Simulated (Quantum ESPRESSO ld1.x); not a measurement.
Values are calculated unless marked as measured or tabulated.
All-electron atom: the gold ion Au39+ in [Kr] 4d4.

Code: ld1.x of Quantum ESPRESSO 7.5. Model: Dirac Kohn-Sham, PBE, spin-unpolarised, spherical densities, point nucleus; open shells fill j = l - 1/2 first.

Energy parts (eV):
| part | energy |
|---|---|
| total | -493087 |
| kinetic | 570731 |
| electron-nucleus | -1169580 |
| Hartree | 113806 |
| exchange-correlation | -8044 |

Orbitals (lengths in bohr, moments of r in powers of bohr):
orbital  occ.  eigenvalue (eV)      <r>  <1/r>  small-component weight
1s1/2       2         -82385.5  0.01686  95.84                9.01e-02
2s1/2       2         -15953.8  0.07043  23.55                2.06e-02
2p1/2       2         -15367.8  0.05797  23.49                2.07e-02
2p3/2       4         -13531.8  0.06651  19.14                1.84e-02
3s1/2       2         -5050.34   0.1817  8.729                7.02e-03
3p1/2       2         -4791.92   0.1719  8.634                6.96e-03
3p3/2       4         -4377.76   0.1869  7.508                6.32e-03
3d3/2       4         -3956.30   0.1626  7.391                6.17e-03
3d5/2       6         -3866.91   0.1671  7.135                6.00e-03
4s1/2       2         -2235.64   0.3726  4.078                2.90e-03
4p1/2       2         -2123.62   0.3695  3.999                2.83e-03
4p3/2       4         -1996.30   0.3926  3.621                2.63e-03
4d3/2       4         -1817.33   0.3819  3.497                2.49e-03
4d5/2       0         -1790.42   0.3884  3.413                2.44e-03
5s1/2       0         -1250.86   0.6488  2.296                1.50e-03
5p1/2       0         -1198.17   0.6537  2.251                1.46e-03
5p3/2       0         -1145.19   0.6840  2.091                1.38e-03

The highest occupied level is 4d3/2 at -1817.3 eV. Summed over all electrons, <r^2> = 2.656 bohr^2, which gives a Langevin (diamagnetic) susceptibility term of -2.1 x 10^-6 cm^3/mol. The density falls to 0.001 e/bohr^3 at r = 1.03 bohr. For comparison, the ionisation energy in NIST's Atomic Spectra Database is 1845 eV (theoretical). In exact Kohn-Sham theory the highest level is minus the ionisation energy, but local and semilocal functionals leave it too shallow, through self-interaction and a potential that decays too fast; potentials with the right tail come closer.

Beside tabulated values, note that spin-unpolarised runs miss the spin-polarisation part of the exchange energy of open shells.
